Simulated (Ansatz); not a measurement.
Which is lower?

Two relaxed structures of CH2ClZn (charge +1), singlet (PBE0-D4/def2-TZVP; forces vanish, vibrations not checked).

A:

```
5
angstrom
Cl -1.8355 0.6984 -0.8096
C -0.7632 -0.2825 -0.1112
Zn 1.1853 0.2269 0.2561
H -1.2113 -1.2511 0.1394
H 2.6247 0.6083 0.5253
```

B:

Cl1  (-1.632, 0.753, -1.328)
C2  (-0.689, -0.493, -0.445)
Zn3  (1.006, 0.207, 0.338)
H4  (-1.325, -0.755, 0.413)
H5  (-2.321, 1.583, -0.570)
(Å)

Computed with Ansatz 0.2.0 (basis: def2-TZVPP); correlated methods freeze the cores. The 3s and 3p shells of Cu and Zn are frozen; filled d shells are correlated. B3LYP uses VWN-RPA correlation.

Q: Which structure is lower at CCSD(T), and by how much? (An estimate is asked for; the value comes from the calculation.)

A: Computed: A, by 38.88 kcal/mol (electronic energy, against the other). By their contacts, A is CH₂ClZn ([Cl][CH][ZnH]), total charge +1 and B is CH₂ClZn ([ClH][CH][Zn]), total charge +1.

All methods give the same order:

```csv
method,E(B) − E(A) (kcal/mol)
PBE-D4,32.09
r2SCAN-D4,37.48
PBE0-D4,36.46
B3LYP-D4,37.21
wB97M-V,43.49
HF,54.19
MP2,37.58
CCSD,41.83
CCSD(T),38.88
```

T1 diagnostic: at most 0.022. The restricted Hartree–Fock reference is unstable towards an unrestricted one at one or more of these structures. A large double-excitation amplitude points to some diradical character; no triplet was computed.

Labels in which every atom is bracketed show which atoms are joined, not bond orders.

For scale, one of the runs: CCSD(T)/def2-TZVPP, 165 basis functions, launched by `ansatz run in.yaml --threads 2 --pin off --events-out ev --progress --plain --max-ram 4352MiB`. The run took 44 s on 2 CPU threads of an Intel Xeon Platinum 8259CL (shared host), with 1.2 GiB of host memory at its peak.
